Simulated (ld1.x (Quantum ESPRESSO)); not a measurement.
**u(r) = r·R(r): atom against pseudo-atom (iodine (I))**

Columns: radius, all-electron u(r) and pseudo u(r) of the 4d shell (level -50.61 eV) of iodine in the configuration [Kr] 4d10 5s1.75 5p5.25; PBE, scalar-relativistic, RRKJ scheme, ld1.x (Quantum ESPRESSO) 7.5.

```csv
r (bohr),all-electron,pseudo
0.088,0.3172,-0.0073
0.175,0.6200,-0.0560
0.262,0.4480,-0.1775
0.350,0.0178,-0.3813
0.438,-0.4304,-0.6349
0.525,-0.7783,-0.8747
0.612,-1.0036,-1.0473
0.700,-1.1183,-1.1329
0.788,-1.1455,-1.1467
0.875,-1.1140,-1.1140
0.962,-1.0465,-1.0465
1.050,-0.9586,-0.9586
1.138,-0.8624,-0.8624
1.225,-0.7668,-0.7668
1.312,-0.6752,-0.6752
1.400,-0.5892,-0.5892
1.487,-0.5120,-0.5120
1.575,-0.4422,-0.4422
1.662,-0.3812,-0.3812
1.750,-0.3270,-0.3270
1.838,-0.2799,-0.2799
1.925,-0.2394,-0.2394
2.012,-0.2045,-0.2045
2.100,-0.1740,-0.1740
2.188,-0.1480,-0.1480
2.275,-0.1259,-0.1259
```

Question: How many radial nodes do the two functions have?

Answer: The all-electron 4d function has n − l − 1 = 1; the pseudo-wave has 0, since the states of the same l below it are removed with the core.

Question: At about which radius was the pseudo-wave matched?

Answer: 0.85 bohr, where the columns begin to agree (steps of 0.09 bohr).

Question: Where does each function peak?

Answer: Outermost all-electron maximum near 0.79 bohr, pseudo maximum near 0.79 bohr (to the table’s step).

Question: Is the pseudo-wave norm-conserving?

Answer: Yes: the RRKJ scheme keeps the norm inside the radius equal to the all-electron one, which fixes the energy derivative of the logarithmic derivative at the level.
